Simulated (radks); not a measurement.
Results of a calculation; reference values are marked as such.
Q: Ru2+, configuration [Kr] 4d6. Code: a radial shooting solver on a logarithmic mesh with Libxc functionals. Model: Dirac Kohn-Sham, LDA (Slater exchange, Perdew-Wang correlation), spin-unpolarised, spherical densities, finite nucleus; open shells are shared between the two j in proportion to 2j + 1; Fermi nuclear charge, rms radius 4.4809 fm. Some entries of the table are withheld. Estimate them.

orbital,occ.,eigenvalue (eV),<r^2> (bohr^2),<1/r> (bohr^-1)
1s1/2,2,-21916.66,0.001513,45.83
2s1/2,2,-3168.791,0.02500,10.48
2p1/2,2,(1),(2),10.47
2p3/2,4,(3),(4),9.916
3s1/2,2,-574.3153,0.1863,3.619
3p1/2,2,(5),0.1827,(6)
3p3/2,4,(7),0.1926,(8)
3d3/2,4,-296.2503,0.1752,3.215
3d5/2,6,-291.9216,0.1783,3.181
4s1/2,2,-96.5576,1.168,(9)
4p1/2,2,(10),1.385,1.239
4p3/2,4,(11),1.463,1.198
4d3/2,2.4,-24.6007,2.756,0.8801
4d5/2,3.6,-24.2244,2.814,0.8701

A: 
(1) 2p1/2 eigenvalue (eV): -2931.569
(2) 2p1/2 <r^2> (bohr^2): 0.01878
(3) 2p3/2 eigenvalue (eV): -2800.858
(4) 2p3/2 <r^2> (bohr^2): 0.02013
(5) 3p1/2 eigenvalue (eV): -482.1882
(6) 3p1/2 <1/r> (bohr^-1): 3.524
(7) 3p3/2 eigenvalue (eV): -459.9955
(8) 3p3/2 <1/r> (bohr^-1): 3.390
(9) 4s1/2 <1/r> (bohr^-1): 1.359
(10) 4p1/2 eigenvalue (eV): -68.9175
(11) 4p3/2 eigenvalue (eV): -65.4419
